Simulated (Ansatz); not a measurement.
Consider the ligand exchange at the Si–C bond: `O=CC(O)[SiH3]` + `[NH2][Ge][OH]` → `[NH2][Ge][O][SiH3]` + `O=CCO`.

Calculated with Ansatz (gas phase, PBE0-D4/def2-TZVP geometries, no zero-point term in ΔE). CBS: MP2 limit from def2 TZ/QZ plus the TZ coupled-cluster correction, frozen cores. Functionals use def2-TZVPP. HSE06 is defined as in plane-wave codes. For Ge outer-core shells are correlated without core-valence functions, which leaves a few kJ/mol of doubt a bond. Scalar relativity is left out up to krypton. One conformer a species, not always the lowest.

Is it downhill or uphill in electronic energy at CCSD(T)/CBS, and by how much? (Best estimate.)

The calculation gave: Downhill: ΔE = -115.8 kJ/mol.

What do these levels give: revPBE-D4, B2PLYP, HSE06, RPA@PBE/def2-TZVPP, HF/def2-SVP, CCSD(T)/def2-TZVPP? (An estimate is asked.)

The calculation gave: revPBE-D4 -94.6, B2PLYP -119.2, HSE06 -106.9, RPA@PBE/def2-TZVPP -116.7, HF/def2-SVP -138.3, CCSD(T)/def2-TZVPP -116.9 kJ/mol.

What do rigid-rotor, harmonic-oscillator terms from PBE0-D4/def2-TZVP frequencies (298.15 K, 1 bar) make of the CCSD(T)/CBS value? (Best estimate.)

Ansatz gave: ΔZPE = +3.6 kJ/mol, ΔH = -111.9 kJ/mol, ΔS = 12 J/(mol·K), ΔG = -115.6 kJ/mol.

Largest T1 diagnostic among the species: 0.015.

In def2-TZVPP, CCSD(T) changes the Hartree–Fock value by +26.7 kJ/mol (the triples alone add +4.2 kJ/mol) and MP2 by +25.7 kJ/mol. From PBE to PBE0 (25 % exact exchange), in def2-TZVPP and without D4, ΔE moves by −9.3 kJ/mol.
